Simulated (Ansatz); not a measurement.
`[OH][SnH2][SeH]` + H₂ → H₂Se + `[OH][SnH3]` at 400 K and 1 bar (hydrogenolysis of the Se–Sn bond).

Gas-phase electronic energies from Ansatz, PBE0-D4/def2-TZVP geometries. CBS: MP2 limit from def2 TZ/QZ plus the TZ coupled-cluster correction, frozen cores. This one scheme is used for every species. def2 core potentials past Kr. For Se, Sn outer-core shells are correlated without core-valence functions, which leaves a few kJ/mol of doubt a bond. Scalar relativity is left out up to krypton. Each species was taken in one conformer, which may not be the lowest.

| species | CCSD(T)/CBS energy (Eh) | H − E (kJ/mol) | S (J/(mol·K)) |
| --- | --- | --- | --- |
| `[OH][SnH2][SeH]` | -2692.34473 | 121.0 | 375.4 |
| H₂ | -1.17544 | 38.0 | 139.0 |
| H₂Se | -2401.89790 | 49.4 | 229.5 |
| `[OH][SnH3]` | -291.59405 | 108.6 | 309.2 |

H − E and S are ideal-gas, rigid-rotor, harmonic terms from PBE0-D4/def2-TZVP, for one conformer and one mirror image of each species. The MP2-based limit puts H₂ 0.8 mEh under its directly extrapolated value; such offsets cancel only in part. 1 Eh = 2625.50 kJ/mol, R = 8.31446 J/(mol·K).

By hand: ΔE, ΔH, ΔS and ΔG.

ΔE = (-2401.89790) + (-291.59405) − (-2692.34473) − (-1.17544) = 0.02822 Eh = 74.1 kJ/mol. Δ(H − E) = 49.4 + 108.6 − 121.0 − 38.0 = -1.0, so ΔH = 73.1 kJ/mol. ΔS = 229.5 + 309.2 − 375.4 − 139.0 = 24.3 J/(mol·K). ΔG = 73.1 − 400 × (24.3)/1000 = 63.4 kJ/mol.

By hand: the equilibrium constant, and the temperature at which ΔG would vanish if ΔH and ΔS stayed fixed.

log₁₀ K = −ΔG/(RT ln 10) = -8.3. ΔG = 0 at ΔH/ΔS = 3008 K, far beyond where these terms or the molecules hold.

ΔH outweighs TΔS. A doubt of 5 kJ/mol in ΔE shifts log₁₀ K by 0.7 here. Other conformers and mirror images would add mixing entropy, several J/(mol·K) or more a flexible species. These are equilibria of isolated gas molecules and say nothing of rates. Largest T1 diagnostic: 0.014 (customary marks: 0.02 for closed shells, 0.045 for open ones).
